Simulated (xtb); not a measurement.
Here is a job for xtb.
```
$ xtb mol.xyz --gfn 2 --hess --json

# file mol.xyz
11

Si     1.84434748     0.77811444    -0.03231500
Si     0.16416537    -0.81270586    -0.09228709
Si    -1.99843538    -0.01529745     0.11893695
H      3.19901703     0.23312390    -0.14758428
H      1.70184530     1.75355602    -1.11706786
H      1.81606434     1.54371778     1.21735150
H      0.41379658    -1.82450880     0.94977864
H      0.27643206    -1.59248980    -1.33779706
H     -2.32028977     0.95246609    -0.93389650
H     -2.19373438     0.68155636     1.39358787
H     -3.03421581    -1.04897755     0.05493974
```

Task: What does this run give for the HOMO-LUMO gap, total energy, harmonic frequencies (imaginary ones negative), zero-point energy?

Result: 
- HOMO-LUMO gap: 3.96 eV
- total energy: -9.2358 Eh
- harmonic frequencies (imaginary ones negative): 31, 34, 98, 318, 394, 406, 407, 457, 473, 503, 574, 622, 780, 792, 814, 822, 823, 833, 847, 2143, 2147, 2222, 2225, 2235, 2235, 2237, 2241 cm⁻¹
- zero-point energy: 39.6 kcal/mol
